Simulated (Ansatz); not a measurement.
Cost and result for the atomization energy of C₂H₅ClGe, SMILES `C=[CH][GeH2][Cl]` (9 atoms, 8 bonds).

Cartesian coordinates in Å:
```
C -1.350 -0.761 -0.243
C -0.265 -0.601 0.503
Ge 1.113 0.696 0.115
Cl 0.529 1.756 -1.674
H -2.106 -1.500 0.005
H -1.527 -0.160 -1.129
H -0.122 -1.222 1.385
H 1.258 1.750 1.223
H 2.470 0.042 -0.185
```

Total charge 0; spin multiplicity 1. Correlated methods include outer-core shells of Ge, which these sets cover unevenly. Scalar relativity is left out up to krypton. The structure was optimised at the PBE0-D4/def2-TZVP level. It is one conformer, not always the lowest. Program: Ansatz. All runs use 4 threads of an Intel Xeon Platinum 8488C on a shared host. Times are those of one run each, without the atoms' runs, and a repeat can differ threefold. Electronic energies, without spin–orbit coupling; frozen cores. CCSD(T)/CBS adds CCSD(T) − MP2 in def2-TZVPP to the MP2 limit, and its time is that of the two runs behind it. T1 = 0.011. With those shells the extrapolation isn't a true limit. HSE06 is the plane-wave form, built on full-range PBE exchange.

CCSD(T)/CBS is a level of theory with its own doubt, some kJ/mol a heavy atom from the limit and from the frozen cores, so smaller differences don't rank the functionals.

```
                             level  functions  wall time
                BLYP-D4/def2-TZVPP        222      0.9 s
                PBE0-D4/def2-TZVPP        222      1.4 s
               BHLYP-D4/def2-TZVPP        222      1.5 s
               HSE06-D4/def2-TZVPP        222      1.6 s
r2SCAN-D4/def2-TZVPP (with forces)        222      1.9 s
             r2SCANh-D4/def2-TZVPP        222      2.1 s
                  CCSD(T)/def2-SVP        103      2.2 s
               PBE-QIDH/def2-TZVPP        222      2.4 s
                 B97M-V/def2-TZVPP        222      3.1 s
  ωB97M-V/def2-TZVPP (with forces)        222      4.4 s
                    MP2/def2-QZVPP        423       11 s
                CCSD(T)/def2-TZVPP        222       38 s
                 CCSD(T)/CBS(def2)          –       48 s
```

Task: What atomization energy does each give, and how far from CCSD(T)/CBS? (Best estimate.)

Result: The calculation gave: 
| level | atomization (kcal/mol) | difference from CCSD(T)/CBS | per bond |
| --- | --- | --- | --- |
| BLYP-D4/def2-TZVPP | 747.3 | -8.8 | -1.1 |
| PBE0-D4/def2-TZVPP | 755.8 | -0.3 | 0.0 |
| BHLYP-D4/def2-TZVPP | 735.2 | -20.9 | -2.6 |
| HSE06-D4/def2-TZVPP | 756.1 | 0.0 | 0.0 |
| r2SCAN-D4/def2-TZVPP (with forces) | 757.1 | 1.0 | 0.1 |
| r2SCANh-D4/def2-TZVPP | 753.3 | -2.8 | -0.3 |
| CCSD(T)/def2-SVP | 716.4 | -39.7 | -5.0 |
| PBE-QIDH/def2-TZVPP | 753.0 | -3.1 | -0.4 |
| B97M-V/def2-TZVPP | 761.3 | 5.2 | 0.7 |
| ωB97M-V/def2-TZVPP (with forces) | 754.1 | -2.0 | -0.2 |
| MP2/def2-QZVPP | 757.2 | 1.1 | 0.1 |
| CCSD(T)/def2-TZVPP | 740.3 | -15.8 | -2.0 |
| CCSD(T)/CBS(def2) | 756.1 | 0.0 | 0.0 |

The D4 term adds +7.6 kcal/mol with B3LYP and +3.9 kcal/mol with PBE0; it sums over pairs of atoms, weighted by their polarisabilities, and B3LYP, whose exchange is more repulsive, gets the larger term. In def2-TZVPP, CCSD(T) changes the Hartree–Fock value by +178.6 kcal/mol (the triples alone add +11.4 kcal/mol) and MP2 by +186.3 kcal/mol; breaking electron pairs costs correlation energy, which Hartree–Fock lacks. From BLYP to BHLYP (50 % exact exchange), in def2-TZVPP and without D4, the atomization energy moves by −8.0 kcal/mol: exact exchange takes away binding that semilocal exchange gives to molecules.

B3LYP here is the variant with VWN-RPA as its local correlation; programs differ in this.

For some Ge, Se and Sn compounds the MP2-based and the directly extrapolated limit differ by 10 to 25 kJ/mol.
